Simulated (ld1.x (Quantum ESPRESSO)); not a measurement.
## Before and after: RRKJ potential for Be

beryllium (Be), norm-conserving RRKJ (Kleinman–Bylander form), made with ld1.x (Quantum ESPRESSO) 7.5 (PBE, scalar-relativistic). Core [He], reference 2s1.5 2p0.5. Waves: 2s (bound): rc 1.65 bohr; 3d channel at 0.45 Ry: rc 3.20 bohr; 2p (bound): rc 3.50 bohr. Local part: the p channel. Core correction: a·sin(br)/r model core, default radius (core density twice the valence density). rho0 = 0.005.

Change: all radii but the core radius scaled by about 1.11 (s 1.84, p 3.90, d 3.56 bohr).

Cutoffs: the cutoffs (Ry, on a coarse ladder) from which the occupation-weighted sum of valence levels, in a spherical-Bessel basis at the reference potential, stays within 10 and 1 mRy of its value at 400 Ry; they do not see the model core or the augmentation charge, which bear on the density cutoff. Errors are all-electron minus pseudo energies relative to the spin-unpolarised reference configuration.

What does the change do?

The potential gets neither clearly harder nor softer (10 Ry and 18 Ry → 10 Ry and 18 Ry); of the 6 tests that both files solve, the error grows in 6 and shrinks in 0 by more than 15 % and 0.3 meV (median size 16.3 → 23.3 meV); neither file shows a bound ghost. More of the atom is replaced by a form fitted at one configuration, so other configurations suffer.

```csv
quantity,base,changed
"cutoff, loose",10 Ry,10 Ry
"cutoff, tight",18 Ry,18 Ry
bound ghosts,none,none
"error for 2s2 2p0, meV [ΔE -1.80 eV]",-3.3,-4.5
"error for 2s1 2p0, meV [ΔE 7.75 eV]",+26,+36
"error for 2s1.5 2p0, meV [ΔE 1.96 eV]",+6.7,+10
"error for 2s0 2p1, meV [ΔE 11.66 eV]",-86,-119
"error for 2s1 2p1, meV [ΔE 1.81 eV]",-3.6,-4.8
"error for 2s0 2p2, meV [ΔE 5.45 eV]",-35,-46
```
